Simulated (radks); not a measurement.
Be2+, 2 electrons, occupied as [He]. Calculated with a radial shooting solver on a logarithmic mesh with Libxc functionals: non-relativistic Kohn-Sham, exchange-only LDA, spin-polarised, spherical densities, point nucleus.

Radial electron density D(r) = 4 pi r^2 rho(r):

| r (bohr) | D(r) (e/bohr) |
|---|---|
| 0.02083 | 0.1558 |
| 0.02545 | 0.2240 |
| 0.03108 | 0.3196 |
| 0.03827 | 0.4575 |
| 0.04674 | 0.6382 |
| 0.05709 | 0.8771 |
| 0.06973 | 1.184 |
| 0.08517 | 1.565 |
| 0.1049 | 2.033 |
| 0.1281 | 2.531 |
| 0.1564 | 3.033 |
| 0.1911 | 3.471 |
| 0.2334 | 3.758 |
| 0.2873 | 3.806 |
| 0.3509 | 3.554 |
| 0.4286 | 3.019 |
| 0.5236 | 2.288 |
| 0.6446 | 1.483 |
| 0.7873 | 0.8253 |
| 0.9616 | 0.3754 |
| 1.175 | 0.1337 |
| 1.435 | 0.03541 |
| 1.766 | 0.006063 |
| 2.157 | 0.0007100 |

D(r) has 1 maximum, at r = 0.267 bohr.
